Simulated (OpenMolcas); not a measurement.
How basis sets differ on SnNH4F (SMILES [NH2][SnH2][F])

SnNH4F: 7 atoms, total charge 0, spin state singlet. SMILES: `[NH2][SnH2][F]`. The shape is that of a PBE0-D4/def2-TZVP optimisation. This is one conformer, not always the lowest.

Each level gives the HOMO–LUMO gap (eV). The values are calculated.

| level | kind | program | value (eV) |
| --- | --- | --- | --- |
| HF/ANO-R0 (sfX2C) | Hartree–Fock | OpenMolcas | 13.74 |
| HF/ANO-RCC-MB (DKH2) | Hartree–Fock | OpenMolcas | 15.77 |
| HF/STO-3G | Hartree–Fock | OpenMolcas | 18.30 |
| HF/3-21G | Hartree–Fock | OpenMolcas | 14.23 |
| HF/def2-SVP (core potential) | Hartree–Fock | OpenMolcas | 14.25 |

All-electron rows without a relativistic Hamiltonian named are non-relativistic, while core potentials hold scalar relativity, so basis and relativity change together. The values span 13.74 to 18.30 eV. A Hartree–Fock LUMO above zero doesn't converge with the basis: it sinks as sets grow more diffuse. Orbital gaps aren't excitation energies.
